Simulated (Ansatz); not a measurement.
**AlH2Br (SMILES [AlH2][Br]): the energy, rung by rung**

The species is AlH2Br (4 atoms), meant as a singlet with charge 0. As SMILES, `[AlH2][Br]`. Geometry: relaxed at PBE0-D4/def2-TZVP.

```xyz
4

Al   -0.1483   -0.0647   -0.1103
Br    1.6849    0.4966    1.0797
H    -0.5616   -1.5848   -0.1392
H    -0.9197    1.0927   -0.8504
```

Each level gives the energy change with the Al1–Br2 bond stretched from 2.256 to 5.641 Å (eV). The values are calculated.

```json
{"level": "HF/STO-3G (restricted)", "kind": "Hartree–Fock", "program": "Ansatz", "value (eV)": "8.36", "less FCI/STO-3G": "+2.80", "CPU time (all runs)": "0.49 s"}
{"level": "SVWN5/STO-3G (restricted)", "kind": "LDA", "program": "Ansatz", "value (eV)": "6.42", "less FCI/STO-3G": "+0.86", "CPU time (all runs)": "3.1 s"}
{"level": "PBE/STO-3G (restricted)", "kind": "GGA", "program": "Ansatz", "value (eV)": "6.12", "less FCI/STO-3G": "+0.56", "CPU time (all runs)": "8.1 s"}
{"level": "r2SCAN/STO-3G (restricted)", "kind": "meta-GGA", "program": "Ansatz", "value (eV)": "6.37", "less FCI/STO-3G": "+0.81", "CPU time (all runs)": "40 s"}
{"level": "B3LYP/STO-3G (restricted)", "kind": "global hybrid", "program": "Ansatz", "value (eV)": "6.53", "less FCI/STO-3G": "+0.97", "CPU time (all runs)": "5.7 s"}
{"level": "CAM-B3LYP/STO-3G (restricted)", "kind": "range-separated hybrid", "program": "Ansatz", "value (eV)": "7.39", "less FCI/STO-3G": "+1.83", "CPU time (all runs)": "4.8 s"}
{"level": "MP2/STO-3G (restricted)", "kind": "perturbation theory", "program": "Ansatz", "value (eV)": "6.83", "less FCI/STO-3G": "+1.27", "CPU time (all runs)": "0.88 s"}
{"level": "CCSD(T)/STO-3G (restricted)", "kind": "coupled cluster or CI", "program": "Ansatz", "value (eV)": "4.56", "less FCI/STO-3G": "-1.00", "CPU time (all runs)": "0.98 s"}
{"level": "CCSD/STO-3G (restricted)", "kind": "coupled cluster or CI", "program": "Ansatz", "value (eV)": "5.73", "less FCI/STO-3G": "+0.17", "CPU time (all runs)": "0.97 s"}
{"level": "FCI/STO-3G", "kind": "exact in the basis", "program": "Ansatz", "value (eV)": "5.56", "less FCI/STO-3G": "0.00", "CPU time (all runs)": "20 s"}
```

FCI/STO-3G is exact within its basis and frozen core, so for wave-function methods in that basis the difference is their error; functionals converge differently with the basis, so for them it is only a difference. Spin-restricted single references rise too steeply as a bond breaks, Hartree–Fock most of all. Perturbation and coupled-cluster corrections on them can overshoot downwards. All-electron rows without a relativistic Hamiltonian named are non-relativistic. The first shape isn't each level's own minimum. The values span 4.56 to 8.36 eV. All rows use very small basis sets, so even the best lies far from the true value. In the correlated wave-function rows the outer d shell of Br is correlated, in sets not made for it. Times are those of the runs behind each value, whatever else they computed, on shared processors of several kinds: orders of magnitude only.
